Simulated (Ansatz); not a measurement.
Compare A (`B/C=C/O[SiH3]`) with its isomer B (`CC1[SiH2]B1O`).

Computed with Ansatz on PBE0-D4/def2-TZVP structures; ΔE is electronic, products minus reactants. CBS: MP2 limit from def2 TZ/QZ plus the TZ coupled-cluster correction, frozen cores. DFT in def2-TZVPP. B3LYP here is the variant with VWN-RPA as its local correlation; programs differ in this. Each species was taken in one conformer, which may not be the lowest.

A:

Z-matrix (Å, degrees):
```
Si
O 1 1.669
H 1 1.484 2 109.6
H 1 1.477 2 105.3 3 119.9
H 1 1.484 2 109.6 3 -120.2
C 2 1.335 1 125.0 3 60.5
C 6 1.345 2 123.7 1 -180.0
H 6 1.092 2 116.1 1 0.0
B 7 1.513 6 118.4 2 -180.0
H 7 1.087 6 117.2 2 0.0
H 9 1.197 7 122.0 6 180.0
H 9 1.201 7 119.0 6 -0.0
```

B:

```xyz
12

C    -1.2026    1.0519    0.5361
C    -0.5264   -0.1570   -0.0690
Si    0.8898   -1.3357    0.5449
B     0.6828   -0.1689   -1.0064
O     1.2102    0.6714   -1.9120
H    -1.8568    1.5463   -0.1879
H    -0.4650    1.7898    0.8596
H    -1.8061    0.7855    1.4075
H    -1.2274   -0.9507   -0.3675
H     0.4346   -2.7387    0.7009
H     1.7667   -0.9209    1.6729
H     2.1001    0.4267   -2.1791
```

Question: Which isomer does CCSD(T)/CBS put lower? Give the gap. (An estimate is asked.)

Answer: The calculation gave: B, by 4.1 kJ/mol.

Question: Give E(B) − E(A) in kJ/mol with MP2/def2-TZVPP, B2PLYP, CCSD/def2-TZVPP, B3LYP-D4, PBE-D4, ωB97M-V, B3LYP. (Estimate.)

Answer: Computed: MP2/def2-TZVPP -6.2, B2PLYP 9.8, CCSD/def2-TZVPP 3.4, B3LYP-D4 11.1, PBE-D4 -30.1, ωB97M-V -5.5, B3LYP 13.4. The order is the other way round with B2PLYP, CCSD/def2-TZVPP, B3LYP-D4, B3LYP.

Largest T1 diagnostic: 0.013.

In def2-TZVPP, CCSD(T) changes the Hartree–Fock value by −62.2 kJ/mol (the triples alone add −5.0 kJ/mol) and MP2 by −66.8 kJ/mol. From PBE to PBE0 (25 % exact exchange), in def2-TZVPP and without D4, E(B) − E(A) moves by +3.6 kJ/mol.
